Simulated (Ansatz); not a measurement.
Computed with Ansatz on PBE0-D4/def2-TZVP structures; ΔE is electronic, products minus reactants. CCSD(T)/CBS adds triple-zeta CCSD(T) − MP2 to the extrapolated MP2 energy (def2 sets, frozen cores). This one scheme is used for every species. Functionals use def2-TZVPP. For Ge outer-core shells are correlated without core-valence functions, which leaves a few kJ/mol of doubt a bond. Scalar relativity is left out up to krypton. One conformer a species, not always the lowest.

Consider the substitution at a C–Cl bond: `[NH2][GeH]([OH])[CH2]Cl` + H–F → `[NH2][GeH]([OH])[CH2]F` + HCl.

```
             level  ΔE (kJ/mol)  difference from CCSD(T)/CBS
            PBE-D4         36.5                        -11.4
         r2SCAN-D4         34.6                        -13.3
           ωB97M-V         35.7                        -12.2
               PBE         32.8                        -15.1
    MP2/def2-TZVPP         53.3                          5.4
     HF/def2-QZVPP         28.0                        -19.9
    MP2/def2-QZVPP         56.7                          8.8
SCS-MP2/def2-QZVPP         48.8                          0.9
     MP2/CBS(def2)         59.1                         11.2
    CCSD/CBS(def2)         45.4                         -2.5
       CCSD(T)/CBS         47.9                            0
```

Largest T1 diagnostic among the species: 0.011.

In def2-TZVPP, CCSD(T) changes the Hartree–Fock value by +14.4 kJ/mol (the triples alone add +2.5 kJ/mol) and MP2 by +25.6 kJ/mol. The D4 term adds +6.1 kJ/mol with B3LYP and +3.3 kJ/mol with PBE0; it sums over pairs of atoms, weighted by their polarisabilities, and B3LYP, whose exchange is more repulsive, gets the larger term. From PBE to PBE0 (25 % exact exchange), in def2-TZVPP and without D4, ΔE moves by +4.0 kJ/mol.

B3LYP here is the variant with VWN-RPA as its local correlation; programs differ in this.
